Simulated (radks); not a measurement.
Results of a calculation; reference values are marked as such.
Question: Pm3+, 58 electrons, occupied as [Kr] 4d10 4f5 5s2 5p5 (not the ground configuration). Code: a radial shooting solver on a logarithmic mesh with Libxc functionals. Model: Dirac Kohn-Sham, BP86, spin-unpolarised, spherical densities, point nucleus; open shells fill j = l - 1/2 first. Some entries of the table are withheld. Estimate them.

| orbital | occ. | eigenvalue (eV) | r(max) (bohr) |
|---|---|---|---|
| 1s1/2 | 2 | (1) | 0.01478 |
| 2s1/2 | 2 | -7336.992 | 0.08394 |
| 2p1/2 | 2 | -6949.241 | 0.06370 |
| 2p3/2 | 4 | -6388.728 | 0.06923 |
| 3s1/2 | 2 | -1619.971 | 0.2388 |
| 3p1/2 | 2 | -1453.765 | (2) |
| 3p3/2 | 4 | -1341.061 | (3) |
| 3d3/2 | 4 | -1052.281 | 0.1898 |
| 3d5/2 | 6 | -1027.858 | 0.1932 |
| 4s1/2 | 2 | -342.8213 | 0.5524 |
| 4p1/2 | 2 | (4) | 0.5590 |
| 4p3/2 | 4 | (5) | 0.5844 |
| 4d3/2 | 4 | (6) | 0.5983 |
| 4d5/2 | 6 | (7) | 0.6066 |
| 5s1/2 | 2 | -67.6486 | 1.285 |
| 5p1/2 | 2 | -50.3514 | 1.401 |
| 5p3/2 | 3 | -46.8386 | 1.471 |
| 4f5/2 | 5 | -28.2487 | (8) |
| 4f7/2 | 0 | -27.7602 | (9) |
| 5d3/2 | 0 | (10) | 1.908 |
| 5d5/2 | 0 | (11) | 1.936 |
| 6s1/2 | 0 | -21.1082 | 3.007 |

Answer: 
(1) 1s1/2 eigenvalue (eV): -45014.61
(2) 3p1/2 r(max) (bohr): 0.2257
(3) 3p3/2 r(max) (bohr): 0.2376
(4) 4p1/2 eigenvalue (eV): -279.6216
(5) 4p3/2 eigenvalue (eV): -255.0578
(6) 4d3/2 eigenvalue (eV): -151.1715
(7) 4d5/2 eigenvalue (eV): -146.8117
(8) 4f5/2 r(max) (bohr): 0.6346
(9) 4f7/2 r(max) (bohr): 0.6397
(10) 5d3/2 eigenvalue (eV): -23.9601
(11) 5d5/2 eigenvalue (eV): -23.5949
